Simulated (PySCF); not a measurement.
Cartesian coordinates in Å; atom numbers follow the order of the lines, from 1:
```xyz
19

Al    0.0690    0.1532   -0.0149
C     1.8797    0.3418    0.7379
C     2.5397   -0.9304    1.2683
H     1.8182    1.1075    1.5361
H     2.5150    0.8156   -0.0354
H     3.5331   -0.7406    1.7078
H     1.9299   -1.4137    2.0494
H     2.6772   -1.6806    0.4728
C    -0.8690    1.7164   -0.7617
C    -2.2821    1.4951   -1.2998
H    -0.2163    2.1365   -1.5520
H    -0.8714    2.4982    0.0227
H    -2.7341    2.4213   -1.6922
H    -2.2977    0.7569   -2.1179
H    -2.9618    1.1110   -0.5215
Si   -1.0138   -2.0647    0.0429
H    -0.0596   -3.1766   -0.2844
H    -2.1782   -2.1954   -0.8939
H    -1.5406   -2.3580    1.4203
```

Geometry: PBE0-D3(BJ)/def2-SVP; GIAO shifts from PySCF 2.14, gas phase, non-relativistic, averaged over equivalent atoms.

At PBE0/pcSseg-1 (pcSseg-2 on Al) (200 basis functions, 53 s wall time on 1 thread of an Intel Xeon, shared host):
```
               atoms  δ (ppm)
                 Al1    369.2
              C3/C10     11.2
               C2/C9     10.3
         H17/H18/H19     3.17
H6/H7/H8/H13/H14/H15     1.22
       H4/H5/H11/H12     0.30
                Si16   -142.5
```

Referencing at the same level of theory: [Al(H2O)6]3+ for ²⁷Al (σref 576.18); TMS for ¹³C (σref 184.41), ¹H (σref 31.27), ²⁹Si (σref 351.99).

Task: Predict the values at PBE/pcSseg-1 (pcSseg-2 on Al) on the same geometry.

Result: 
| atoms | δ at PBE/pcSseg-1 (pcSseg-2 on Al) | change |
| --- | --- | --- |
| Al1 | 379.5 | +10.3 |
| C3/C10 | 11.6 | +0.4 |
| C2/C9 | 13.4 | +3.1 |
| H17/H18/H19 | 3.21 | +0.04 |
| H6/H7/H8/H13/H14/H15 | 1.26 | +0.04 |
| H4/H5/H11/H12 | 0.46 | +0.16 |
| Si16 | -150.0 | -7.5 |

Referencing at the same level of theory: ²⁷Al (σref 560.82) against [Al(H2O)6]3+; ¹³C (σref 180.03), ¹H (σref 31.20), ²⁹Si (σref 334.61) against TMS.

The largest change is at Al1 (aluminium bonded to 2 C, Si). Cost: 200 basis functions, 56 s wall time on 1 thread of an Intel Xeon, shared host.
